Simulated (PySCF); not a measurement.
**Excitation energy of Zr⁺ by level of theory**

Zr⁺ [Kr] 4d2 5s1 (4F) → Zr⁺ [Kr] 4d2 5p1 (high-spin determinant), as a difference of total energies. Computed with PySCF 2.14 in x2c-TZVPPall (8s6p6d2f1g, 79 functions), with the spin-free X2C one-electron Hamiltonian (Gaussian nucleus). Correlated levels: valence: [Kr] frozen; valence and next inner shell: [Ar] 3d10 frozen. The calculations carry no spin-orbit coupling.

| method | excitation energy (eV) |
| --- | --- |
| UHF | 3.566 |
| LDA | 3.837 |
| PBE | 3.697 |
| PBE0 | 3.682 |
| r2SCAN | 3.751 |
| M06-L | 3.441 |
| CAM-B3LYP | 3.774 |
| BHandHLYP | 3.716 |
| BLYP | 3.740 |
| MP2 (valence) | 3.604 |
| SCS-MP2 (valence) | 3.579 |
| MP2 (valence and next inner shell) | 3.839 |
| SCS-MP2 (valence and next inner shell) | 3.774 |

**Question.** How much does correlation contribute at MP2 (valence and next inner shell)?

**Answer.** 3.839 − (3.566) = 0.273 eV, measured against UHF.

A first-order spin-orbit estimate (lowest level to lowest level, LS coupling) adds -0.047 eV.

The basis was made for the ground configuration and has no added diffuse functions, so the excitation energy can come out too high.

The determinant of the upper state mixes LS terms, which raises its energy above the lowest term, most at the Hartree-Fock and MP2 levels.
